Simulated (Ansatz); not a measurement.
BiMe2Br (C₂H₆BiBr). Charge 0, multiplicity 1. Geometry PBE0-D4/def2-SVP, basis def2-TZVP, Ansatz.

| atom | x (Å) | y (Å) | z (Å) |
| --- | --- | --- | --- |
| Bi1 | -1.1580 | 0.5002 | 0.6167 |
| C2 | 0.5835 | 1.4992 | -0.4338 |
| H3 | 1.4970 | 0.9361 | -0.1994 |
| H4 | 0.6812 | 2.5349 | -0.0806 |
| H5 | 0.3992 | 1.4880 | -1.5188 |
| C6 | -0.6093 | -1.5351 | -0.2148 |
| H7 | -1.1987 | -2.3095 | 0.2945 |
| H8 | 0.4614 | -1.7042 | -0.0397 |
| H9 | -0.8237 | -1.5498 | -1.2941 |
| Br10 | 0.1674 | 0.1402 | 2.8700 |

```csv
run,HOMO (eV),LUMO (eV)
A,-9.23,0.29
B,-9.54,0.41
C,-7.09,-1.59
D,-5.96,-2.22
E,-6.67,-1.88
F,-7.26,-1.49
```

In the def2 sets Bi takes a core potential; there is no spin–orbit coupling. LC-ωPBE has ω = 0.4 bohr⁻¹.

Q: The runs used LC-ωPBE, PBE0, r2SCAN0, r2SCANh, revPBE, ωB97X-V. Estimate which is which.

A: A ωB97X-V (range-separated); B LC-ωPBE (range-separated); C PBE0 (25 % exact exchange); D revPBE (0 % exact exchange); E r2SCANh (10 % exact exchange); F r2SCAN0 (25 % exact exchange). Exact exchange lowers occupied and raises empty levels; among semilocal functionals meta-GGAs tend to open the gap a little, and such runs are hard to tell apart. The gap grows from 3.74 eV (revPBE) to 9.95 eV (LC-ωPBE).
